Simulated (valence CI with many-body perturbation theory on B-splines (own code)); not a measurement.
# Au7+: calculated level list

Calculated by relativistic CI+MBPT: four valence electrons over a frozen Dirac-Fock core [Xe] 4f14, a basis of 7 s, 7 p, 8 d, 6 f, 4 g, 1 h functions for each j, with the one-electron correlation potential Σ1, the two-electron term Σ2, the three-electron term Σ3, Breit, model QED; selected CI, second order for the rest, scaled by the run's own slope (own B-spline code, finite nucleus).

No measured levels were compared; by estimate terms of the open shell hold to 2 to 4 % of their energy, and close levels can change places; different configurations can be misplaced against each other by 1,000 to 8,000 cm⁻¹. Only levels of the ground parity were solved; by the run's estimate the other parity begins above the list, which can be wrong where configurations are misplaced.

Levels 1 to 32 of 32, with energies above the lowest level, (5d3/2^4) J=0. "Leading %" is the weight of the configuration and term that name the level; weights of strongly mixed levels are sums over their largest components and can fall short, so below about 35 % the name and the second component can differ from the true leading terms, or belong to a minority configuration. In the jj column 3d3/2^4 stands for four electrons in 3d with j = 3/2. Lifetimes count E1, E2, E3, M1 and M2 decay at the calculated energies, and are blank where another channel may lead or the interval is too uncertain; long ones can be off by a factor of two.

```csv
No.,Configuration,Term,J,E (cm⁻¹),Leading %,g,Second component,Lifetime,Leading jj
1,5d4,5D,0,0.0,53,,41 % 5d4 3P,,5d3/2^4 (84 %)
2,5d4,5D,1,9507,79,1.499,20 % 5d4 3P,32.1 ms,5d3/2^3 5d5/2 (88 %)
3,5d4,5D,2,16470,86,1.448,5 % 5d4 3P,67.8 ms,5d3/2^2 5d5/2^2 (50 %)
4,5d4,5D,3,21055,75,1.405,13 % 5d4 3F,283 ms,5d3/2^2 5d5/2^2 (44 %)
5,5d4,5D,4,22495,41,1.264,30 % 5d4 3F,20.6 s,5d3/2^3 5d5/2 (73 %)
6,5d4,5D,0,31522,44,,39 % 5d4 3P,3.06 ms,5d3/2^2 5d5/2^2 (80 %)
7,5d4,3H,4,33058,49,1.071,33 % 5d4 5D,21.8 ms,5d3/2^2 5d5/2^2 (69 %)
8,5d4,3G,3,37590,62,0.932,16 % 5d4 3F,11.4 ms,5d3/2^2 5d5/2^2 (54 %)
9,5d4,3F,2,38550,54,0.898,21 % 5d4 1D,6.80 ms,5d3/2^2 5d5/2^2 (57 %)
10,5d4,3H,5,40433,74,1.076,26 % 5d4 3G,30.4 ms,5d3/2^2 5d5/2^2 (98 %)
11,5d4,3P,1,41646,67,1.316,18 % 5d4 3D,5.29 ms,5d3/2^2 5d5/2^2 (75 %)
12,5d4,3H,6,43708,65,1.109,34 % 5d4 1I,2.55 s,5d3/2^2 5d5/2^2 (93 %)
13,5d4,3G,4,47548,65,1.028,23 % 5d4 1G,35.1 ms,5d3/2^2 5d5/2^2 (86 %)
14,5d4,3D,2,48549,44,1.196,36 % 5d4 3P,33.0 ms,5d3/2^2 5d5/2^2 (84 %)
15,5d4,3D,3,49855,42,1.175,41 % 5d4 3F,12.5 ms,5d3/2^2 5d5/2^2 (74 %)
16,5d4,3F,4,52425,44,1.174,20 % 5d4 5D,4.80 ms,5d3/2 5d5/2^3 (59 %)
17,5d4,3F,3,56943,44,1.093,25 % 5d4 3G,3.68 ms,5d3/2 5d5/2^3 (82 %)
18,5d4,1D,2,58843,35,1.094,33 % 5d4 3P,3.81 ms,5d3/2^2 5d5/2^2 (48 %)
19,5d4,3G,5,60760,73,1.156,26 % 5d4 3H,8.99 ms,5d3/2 5d5/2^3 (98 %)
20,5d4,3D,1,62214,78,0.710,15 % 5d4 3P,2.72 ms,5d3/2 5d5/2^3 (82 %)
21,5d4,1I,6,62866,65,1.057,34 % 5d4 3H,8.66 ms,5d3/2 5d5/2^3 (93 %)
22,5d4,3F,4,67819,48,1.111,39 % 5d4 1G,8.29 ms,5d3/2^2 5d5/2^2 (68 %)
23,5d4,3P,2,69136,53,1.264,24 % 5d4 3D,5.43 ms,5d3/2^2 5d5/2^2 (55 %)
24,5d4,1S,0,70780,66,,33 % 5d4 3P,3.40 ms,5d3/2 5d5/2^3 (81 %)
25,5d4,1F,3,72936,53,1.075,26 % 5d4 3D,4.88 ms,5d3/2 5d5/2^3 (86 %)
26,5d4,3P,2,75551,46,1.104,41 % 5d4 3F,4.72 ms,5d3/2^2 5d5/2^2 (54 %)
27,5d4,3F,4,84504,44,1.118,42 % 5d4 1G,1.97 ms,5d5/2^4 (68 %)
28,5d4,3F,3,85478,74,1.068,23 % 5d4 1F,5.78 ms,5d3/2 5d5/2^3 (97 %)
29,5d4,3P,1,86038,95,1.475,,3.15 ms,5d3/2 5d5/2^3 (93 %)
30,5d4,1D,2,86307,39,0.992,34 % 5d4 3F,3.14 ms,5d5/2^4 (49 %)
31,5d4,3P,0,89998,72,,25 % 5d4 1S,5.10 ms,5d3/2^2 5d5/2^2 (53 %)
32,5d4,1G,4,90339,62,1.081,30 % 5d4 3F,3.21 ms,5d3/2 5d5/2^3 (81 %)
```

The ionisation energy to 5d3 4F_3/2 of the next ion comes out as 113.23 eV (NIST: 112 ± 2.1 eV (theoretical)). All 32 levels together are meant to be complete up to 93671 cm⁻¹.
